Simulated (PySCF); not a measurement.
CH8N2OSi.

```xyz
13

C      2.0384    -0.5858     1.1129
N      1.1735     0.1956     0.2531
Si    -0.5211    -0.0101     0.0481
N     -1.1506     1.5171    -0.4095
O     -1.0681    -1.0080    -1.1805
H      1.4303    -1.1153     1.8640
H      2.7516     0.0499     1.6676
H      2.6257    -1.3505     0.5691
H      1.6631     0.7555    -0.4377
H     -0.9672    -0.6374     1.3329
H     -2.0196     1.5951    -0.9237
H     -0.8916     2.3725     0.0654
H     -1.1427    -1.9387    -0.9500
```
Charge 0, spin multiplicity 1.

The structure is a stationary point at ωB97X-D3(BJ)/def2-SVP. The structure was generated by enumeration; whether it is a known compound was not checked. One conformer was computed; it need not be the lowest.

Calculation: PySCF with PBE/pcSseg-1. Non-relativistic, no solvent.

Computed absolute GIAO shielding of each atom: isotropic value and principal components (ppm):
| atom | σ(iso) | σ11 | σ22 | σ33 | span |
|---|---|---|---|---|---|
| C1 | 150.4 | 122.8 | 146.2 | 182.2 | 59.4 |
| N2 | 212.3 | 183.2 | 193.4 | 260.3 | 77.1 |
| Si3 | 370.1 | 329.8 | 363.1 | 417.3 | 87.5 |
| N4 | 240.6 | 195.9 | 258.9 | 266.9 | 71.1 |
| O5 | 258.2 | 228.1 | 249.1 | 297.5 | 69.4 |
| H6 | 28.5 | 24.9 | 27.2 | 33.5 | 8.5 |
| H7 | 28.6 | 23.3 | 26.6 | 35.7 | 12.4 |
| H8 | 28.5 | 23.0 | 26.6 | 35.9 | 13.0 |
| H9 | 30.5 | 22.6 | 30.1 | 39.0 | 16.4 |
| H10 | 26.1 | 23.4 | 24.1 | 30.9 | 7.5 |
| H11 | 30.8 | 23.6 | 27.0 | 41.9 | 18.3 |
| H12 | 31.1 | 24.0 | 27.6 | 41.7 | 17.7 |
| H13 | 29.9 | 23.5 | 24.7 | 41.6 | 18.1 |
